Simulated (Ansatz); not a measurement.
Born–Oppenheimer molecular dynamics of Cl$_{4}$FH$_{3}$NTa (10 atoms, charge 0, multiplicity 1). It starts at the highest image of a converged band, a first-order saddle point between two minima.

Method: RHF/def2-SVP in Ansatz.

| Quantity | Value |
| --- | --- |
| ensemble | NVE (velocity Verlet) |
| time step | 0.5 fs |
| steps asked | 200 |
| starting velocities drawn for | 300 K |
| seed | 4498 |

First frame:

```xyz
10
Properties=species:S:1:pos:R:3
Ta 0.062 -0.159 0.125
N 2.173 -0.005 0.215
H 2.596 0.459 1.002
H 2.678 0.225 -0.625
Cl 0.207 0.118 2.456
Cl 0.450 -0.532 -2.164
Cl -0.771 1.948 -0.216
Cl -1.798 -1.536 0.220
F 1.172 -2.086 0.456
H 1.959 -1.408 0.402
```

(1) How far do the bonds stretch over the last three quarters of this one trajectory? (Pairs bonded in most of those frames.)

## Answers

(1) 
| bond | mean (Å) | spread (Å) | shortest | longest |
| --- | --- | --- | --- | --- |
| Ta1–N2 | 1.995 | 0.043 | 1.95 | 2.08 |
| Ta1–Cl5 | 2.373 | 0.009 | 2.35 | 2.38 |
| Ta1–Cl6 | 2.362 | 0.015 | 2.33 | 2.38 |
| Ta1–Cl7 | 2.287 | 0.016 | 2.26 | 2.31 |
| Ta1–Cl8 | 2.351 | 0.022 | 2.32 | 2.39 |
| Ta1–F9 | 2.623 | 0.299 | 2.18 | 3.16 |
| N2–H3 | 1.006 | 0.017 | 0.98 | 1.03 |
| N2–H4 | 1.007 | 0.021 | 0.98 | 1.04 |
| F9–H10 | 0.915 | 0.021 | 0.88 | 0.97 |

Pairs bonded in part of these frames only: Ta1–F9 71 %, Ta1–H10 17 %.

Mean temperature of the second half: 339 K. The conserved energy stayed within 0.16 meV per atom of its start (net change 0.065 meV per atom), so the integration is sound. A run of 0.1 ps of so small a system gives no equilibrium averages. The orbitals stay closed-shell, which can raise the energy where a bond breaks towards radicals; this wasn't checked here.

Run time: 8.9 min on 4 threads of Arm Neoverse V1 (shared host), peak memory 0.48 GiB.
